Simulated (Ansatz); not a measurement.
Cost and result for the atomization energy of ClGaH$_{3}$In (6 atoms, 6 bonds).

Cartesian coordinates in Å:
```
Cl 1.2686 -0.2564 -1.5540
In 0.2324 0.4600 0.6471
Ga -1.1181 -1.1810 -1.2154
H 1.2077 1.4421 1.6162
H -1.2732 0.7954 -0.3069
H -0.3173 -1.2601 0.8130
```

Charge 0, multiplicity 1. Correlated methods include outer-core shells of Ga, In, which these sets cover unevenly. Scalar relativity is left out up to krypton. In takes the def2 core potential. The bonds changed during the relaxation, so this is another structure than the one it started from. The structure was optimised at the PBE0-D4/def2-TZVP level. Program: Ansatz. All runs use 2 threads of an Arm Neoverse V2 on a shared host. Times are those of one run each, without the atoms' runs, and a repeat can differ threefold. Electronic energies, without spin–orbit coupling; frozen cores. CCSD(T)/CBS adds CCSD(T) − MP2 in def2-TZVPP to the MP2 limit, and its time is that of the two runs behind it. T1 = 0.015. With those shells the extrapolation isn't a true limit.

CCSD(T)/CBS is a level of theory with its own doubt, some kJ/mol a heavy atom from the limit and from the frozen cores, so smaller differences don't rank the functionals.

| level | functions | wall time |
| --- | --- | --- |
| LDA (SPW92)/def2-TZVPP | 182 | 1.4 s |
| PBE-D4/def2-TZVPP (with forces) | 182 | 3 s |
| BLYP-D4/def2-TZVPP | 182 | 3.2 s |
| PBE0-D4/def2-TZVPP | 182 | 4.1 s |
| CAM-B3LYP-D4/def2-TZVPP | 182 | 4.6 s |
| CCSD(T)/def2-SVP | 91 | 4.8 s |
| r2SCAN-D4/def2-TZVPP (with forces) | 182 | 7 s |
| r2SCANh-D4/def2-TZVPP | 182 | 7.5 s |
| B97M-V/def2-TZVPP | 182 | 11 s |
| ωB97M-V/def2-TZVPP (with forces) | 182 | 16 s |
| MP2/def2-QZVPP | 331 | 18 s |
| CCSD(T)/def2-TZVPP | 182 | 88 s |
| CCSD(T)/CBS(def2) | – | 110 s |

(1) What atomization energy does each give, and how far from CCSD(T)/CBS? (An estimate is asked.)

Answers

(1) Ansatz gave: 
```json
{"level": "LDA (SPW92)/def2-TZVPP", "atomization (kcal/mol)": "345.9", "difference from CCSD(T)/CBS": "40.1", "per bond": "6.7"}
{"level": "PBE-D4/def2-TZVPP (with forces)", "atomization (kcal/mol)": "298.4", "difference from CCSD(T)/CBS": "-7.4", "per bond": "-1.2"}
{"level": "BLYP-D4/def2-TZVPP", "atomization (kcal/mol)": "290.4", "difference from CCSD(T)/CBS": "-15.4", "per bond": "-2.6"}
{"level": "PBE0-D4/def2-TZVPP", "atomization (kcal/mol)": "296.4", "difference from CCSD(T)/CBS": "-9.4", "per bond": "-1.6"}
{"level": "CAM-B3LYP-D4/def2-TZVPP", "atomization (kcal/mol)": "296.7", "difference from CCSD(T)/CBS": "-9.1", "per bond": "-1.5"}
{"level": "CCSD(T)/def2-SVP", "atomization (kcal/mol)": "276.4", "difference from CCSD(T)/CBS": "-29.4", "per bond": "-4.9"}
{"level": "r2SCAN-D4/def2-TZVPP (with forces)", "atomization (kcal/mol)": "303.3", "difference from CCSD(T)/CBS": "-2.5", "per bond": "-0.4"}
{"level": "r2SCANh-D4/def2-TZVPP", "atomization (kcal/mol)": "301.5", "difference from CCSD(T)/CBS": "-4.3", "per bond": "-0.7"}
{"level": "B97M-V/def2-TZVPP", "atomization (kcal/mol)": "310.0", "difference from CCSD(T)/CBS": "4.2", "per bond": "0.7"}
{"level": "ωB97M-V/def2-TZVPP (with forces)", "atomization (kcal/mol)": "302.4", "difference from CCSD(T)/CBS": "-3.4", "per bond": "-0.6"}
{"level": "MP2/def2-QZVPP", "atomization (kcal/mol)": "297.3", "difference from CCSD(T)/CBS": "-8.5", "per bond": "-1.4"}
{"level": "CCSD(T)/def2-TZVPP", "atomization (kcal/mol)": "295.5", "difference from CCSD(T)/CBS": "-10.3", "per bond": "-1.7"}
{"level": "CCSD(T)/CBS(def2)", "atomization (kcal/mol)": "305.8", "difference from CCSD(T)/CBS": "0.0", "per bond": "0.0"}
```

From r2SCAN to r2SCAN0 (25 % exact exchange), in def2-TZVPP and without D4, the atomization energy moves by −4.5 kcal/mol: exact exchange takes away binding that semilocal exchange gives to molecules. Leaving LDA and LC-ωPBE aside and taking each functional with its dispersion term where it has one, the values, not all of them listed here, spread over 20.0 kcal/mol, from revPBE-D4 to B97M-V. LDA lies +51.2 kcal/mol from PBE without D4, its usual overbinding. In def2-TZVPP, CCSD(T) changes the Hartree–Fock value by +85.0 kcal/mol (the triples alone add +5.7 kcal/mol) and MP2 by +80.8 kcal/mol; breaking electron pairs costs correlation energy, which Hartree–Fock lacks.

Spin–orbit coupling would lower the free In atoms strongly, and the atomization energy with them, by more than many differences here.
